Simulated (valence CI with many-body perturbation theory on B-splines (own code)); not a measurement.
Results of a calculation; reference values are marked as such.
## Hyperfine factors and g values of Pm LVII

Method: configuration interaction combined with many-body perturbation theory (CI+MBPT): three valence electrons over a frozen Dirac-Fock core [He], a basis of 11 s, 11 p, 10 d, 8 f, 5 g, 2 h functions for each j, with the one-electron correlation potential Σ1 (screened to all orders), the two-electron term Σ2, the three-electron term Σ3, Breit, model QED; selected single and double excitations, second order for the rest, scaled by the run's own slope (own B-spline code, finite nucleus).

No measured spectrum was set against this ion. As an estimate, large intervals hold to a few tenths of a per cent, small ones and those within an open d or f shell to about a per cent.

A/g_I is the dipole constant over the nuclear g factor μ/I (μ in nuclear magnetons, uniformly magnetised nucleus), B/Q the quadrupole constant per barn. Both hold the static response of the core; the bare values leave it out. Large factors of s and p1/2 electrons are usually good to 5 to 10 %; those of open d and f shells near neutrality can be off by tens of per cent, and small factors of p3/2, d and f electrons come from cancelling terms and can be off by a factor of two or in sign, in half-filled shells by more. B is blank for J = 1/2, where it vanishes, and for nearly pure S terms. Energies count from the lowest level.

Levels are named by their leading jj configuration (3d3/2^4 stands for four electrons in 3d with j = 3/2), which in mixed levels can hold well under half, so a name can repeat and another be missing. Letters in brackets count levels of one name in rising energy.

```
                     Level  E (eV)      g  A/g_I (MHz)  A/g_I bare  B/Q (MHz/b)  B/Q bare
        (2s^2 2p1/2) J=1/2     0.0  0.633      3320000     3300000                       
        (2s 2p1/2^2) J=1/2   197.3  2.106     1.01e+07     9940000                       
        (2s^2 2p3/2) J=3/2   613.6  1.310       458000      469000       886000    887000
(2s 2p1/2 2p3/2) J=3/2 [a]   751.2  1.641      2530000     2510000       698000    699000
    (2s 2p1/2 2p3/2) J=5/2   786.7  1.332      2970000     2950000       685000    687000
    (2s 2p1/2 2p3/2) J=1/2   843.4  1.245     -3570000    -3500000                       
(2s 2p1/2 2p3/2) J=3/2 [b]   844.7  0.972        35700       57400       502000    503000
     (2p1/2^2 2p3/2) J=3/2  1052.8  1.337       419000      441000       838000    839000
        (2s 2p3/2^2) J=5/2  1382.8  1.416      2430000     2410000       197000    198000
        (2s 2p3/2^2) J=1/2  1468.4  1.904     1.02e+07    1.01e+07                       
        (2s 2p3/2^2) J=3/2  1469.3  1.181     -1500000    -1450000      -144000   -144000
     (2p1/2 2p3/2^2) J=3/2  1628.7  1.439      -141000     -110000        75600     75700
     (2p1/2 2p3/2^2) J=5/2  1649.9  1.174      1010000     1020000        -3140     -3150
     (2p1/2 2p3/2^2) J=1/2  1694.4  0.633      3330000     3300000                       
           (2p3/2^3) J=3/2  2278.4  1.288       446000      466000      -913000   -914000
           (2s^2 3s) J=1/2  6817.4  1.989      3020000     2990000                       
        (2s^2 3p1/2) J=1/2  6884.5  0.667       988000      982000                       
   (2s 2p1/2 3s) J=1/2 [a]  6949.8  2.366      5770000     5700000                       
       (2s 2p1/2 3s) J=3/2  6971.3  1.548      5420000     5360000       -97400    -97500
   (2s 2p1/2 3s) J=1/2 [b]  6995.5  0.725      5240000     5190000                       
(2s 2p1/2 3p1/2) J=1/2 [a]  7006.4  0.267      -620000     -601000                       
    (2s 2p1/2 3p1/2) J=3/2  7029.4  1.108      4820000     4770000      -103000   -103000
(2s 2p1/2 3p1/2) J=1/2 [b]  7063.1  1.956     1.03e+07    1.02e+07                       
        (2s^2 3p3/2) J=3/2  7067.3  1.330       231000      234000       252000    252000
        (2s^2 3d3/2) J=3/2  7115.1  0.794       115000      114000        45900     46400
        (2s^2 3d5/2) J=5/2  7164.7  1.192        80200       79800        70200     70800
        (2p1/2^2 3s) J=1/2  7182.8  1.819      1270000     1260000                       
(2s 2p1/2 3p3/2) J=3/2 [a]  7197.2  1.397       514000      513000       257000    257000
    (2s 2p1/2 3p3/2) J=5/2  7223.6  1.327      2740000     2710000       147000    147000
(2s 2p1/2 3p3/2) J=3/2 [b]  7226.4  1.245      1530000     1520000       137000    137000
(2s 2p1/2 3d3/2) J=3/2 [a]  7234.7  0.563      -890000     -876000        57000     57500
    (2s 2p1/2 3p3/2) J=1/2  7239.5  1.485     -2630000    -2600000                       
     (2p1/2^2 3p1/2) J=1/2  7240.9  0.611       139000      141000                       
    (2s 2p1/2 3d3/2) J=5/2  7259.6  1.022      2630000     2600000       -42200    -41900
(2s 2p1/2 3d3/2) J=3/2 [b]  7275.7  1.196      2660000     2630000        80300     80600
    (2s 2p1/2 3d3/2) J=1/2  7284.2  0.459     -3530000    -3490000                       
(2s 2p1/2 3d5/2) J=5/2 [a]  7295.5  1.318       756000      746000        56000     56600
    (2s 2p1/2 3d5/2) J=7/2  7318.8  1.233      1960000     1940000       -58200    -57800
(2s 2p1/2 3d5/2) J=5/2 [b]  7329.6  1.064       217000      217000       140000    140000
    (2s 2p1/2 3d5/2) J=3/2  7329.9  1.090     -2460000    -2430000        20300     20600
```

Task: Take the isotope of mass number 147, with I = 7/2, μ = 2.58 μN and Q = 0.74 b. What is the hyperfine structure of (2s^2 2p3/2) J=3/2?

Result: From the table A = 338000 MHz, B = 655000 MHz. Shifts from the centre of gravity in MHz: F = 2: -1930000, F = 3: -1380000, F = 4: -220000, F = 5: 1940000.
